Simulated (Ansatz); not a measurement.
`CN([SiH2])[SiH3]` radical, 12 atoms. Charge 0, multiplicity 2. All runs use 4 threads of a server CPU on a shared host. Correlated methods freeze the cores. Open-shell runs search over several starts.

Q: How many basis functions does each run have, and how long does it take in Ansatz? UKS PBE0-D4/def2-TZVP relaxation (11 steps); UKS B3LYP-D4/def2-TZVPP energy and forces; UKS PBE0-D4/def2-QZVPP energy; UHF-MP2/def2-QZVPP energy; UKS PBE0-D4/def2-TZVP frequencies; UKS PBE0-D4/def2-TZVPP energy; UKS ωB97M-V/def2-SVP energy; UKS ωB97M-V/def2-TZVPP energy and forces; UHF-CCSD(T)/def2-TZVPP energy; UKS HSE06-D4/def2-TZVPP energy; UHF-CCSD(T)/def2-SVP energy; UKS ωB97M-V/def2-QZVPP energy. (An estimate is asked.)

A: Ansatz gave: Other jobs shared the machine, so times are rough.

| level | job | functions | wall time | peak host memory (GiB) |
| --- | --- | --- | --- | --- |
| UKS PBE0-D4/def2-TZVPP | energy | 258 | 3.6 s | 0.89 |
| UKS ωB97M-V/def2-SVP | energy | 104 | 3.6 s | 0.53 |
| UKS B3LYP-D4/def2-TZVPP | energy and forces | 258 | 4 s | 0.9 |
| UKS HSE06-D4/def2-TZVPP | energy | 258 | 4 s | 0.94 |
| UHF-CCSD(T)/def2-SVP | energy | 104 | 6 s | 0.87 |
| UKS ωB97M-V/def2-TZVPP | energy and forces | 258 | 10 s | 1.2 |
| UKS PBE0-D4/def2-QZVPP | energy | 494 | 12 s | 2.6 |
| UHF-MP2/def2-QZVPP | energy | 494 | 20 s | 3.4 |
| UKS ωB97M-V/def2-QZVPP | energy | 494 | 21 s | 3.3 |
| UKS PBE0-D4/def2-TZVP | relaxation (11 steps) | 184 | 27 s | 0.58 |
| UKS PBE0-D4/def2-TZVP | frequencies | 184 | 100 s | 0.58 |
| UHF-CCSD(T)/def2-TZVPP | energy | 258 | 5 min | 5.4 |

B3LYP here is the variant with VWN-RPA as its local correlation; programs differ in this. HSE06 is defined as in plane-wave codes.
